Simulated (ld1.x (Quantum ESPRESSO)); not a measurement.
## aluminium (Al): one change to a TM potential, before and after

ld1.x (Quantum ESPRESSO) 7.5 input, shortened:

```
&input
   title='Al', zed=13., rel=1, dft='PBE', iswitch=3,
   config='[Ne] 3s2 3p1 3d-2'
 /
 &inputp
   pseudotype=2, tm=.true., lloc=0,
   nlcc=.true.
 /
3
3P  2  1   1.00   0.00  1.95  1.95  0.0
3D  3  2  -2.00  -0.15  1.60  1.60  0.0
3S  1  0   2.00   0.00  1.45  1.45  0.0
 &test
   configts(1)='3s2 3p1'
 /
```

All-electron outer shells of the reference configuration (PBE, scalar-relativistic, ld1.x):

```json
{"shell": "2s", "level (eV)": "-108.17", "outermost node (bohr)": "0.16", "outermost maximum (bohr)": "0.50"}
{"shell": "2p", "level (eV)": "-69.64", "outermost node (bohr)": "–", "outermost maximum (bohr)": "0.43"}
{"shell": "3s", "level (eV)": "-7.75", "outermost node (bohr)": "0.80", "outermost maximum (bohr)": "2.09"}
{"shell": "3p", "level (eV)": "-2.71", "outermost node (bohr)": "0.82", "outermost maximum (bohr)": "2.64"}
```

Change: all radii but the core radius scaled by about 1.19 (s 1.72, p 2.32, d 1.90 bohr).

Cutoffs: the cutoffs (Ry, on a coarse ladder) from which the occupation-weighted sum of valence levels, in a spherical-Bessel basis at the reference potential, stays within 10 and 1 mRy of its value at 400 Ry; they do not see the model core or the augmentation charge, which bear on the density cutoff. Errors are all-electron minus pseudo energies relative to the spin-unpolarised reference configuration.

Question: What does the change do?

Answer: The potential gets softer (35 Ry and 70 Ry → 10 Ry and 30 Ry); of the 7 tests that both files solve, the error grows in 0 and shrinks in 4 by more than 15 % and 0.3 meV (median size 2.0 → 1.3 meV); neither file shows a bound ghost. A larger radius leaves more room for a smooth pseudo-wave, so fewer plane waves are needed. That the errors move this way runs against the usual rule that smaller radii transfer better.

| quantity | base | changed |
| --- | --- | --- |
| cutoff, loose | 35 Ry | 10 Ry |
| cutoff, tight | 70 Ry | 30 Ry |
| loose cutoff by channel (10 mRy a level) | p 6 Ry, s 30 Ry | p 6 Ry, s 8 Ry |
| bound ghosts | none | none |
| error for 3s2 3p0, meV [ΔE 5.76 eV] | +2.0 | +1.3 |
| error for 3s1 3p0, meV [ΔE 24.99 eV] | +27 | +23 |
| error for 3s2 3p0.5, meV [ΔE 2.09 eV] | +0.4 | +0.2 |
| error for 3s1 3p1, meV [ΔE 11.57 eV] | +11 | +7.5 |
| error for 3s0 3p3, meV [ΔE 10.45 eV] | +5.7 | +1.3 |
| error for 3s2 3p1.3, meV [ΔE -0.57 eV] | +0.1 | +0.1 |
| error for 3s1 3p2, meV [ΔE 5.14 eV] | +1.2 | +0.1 |
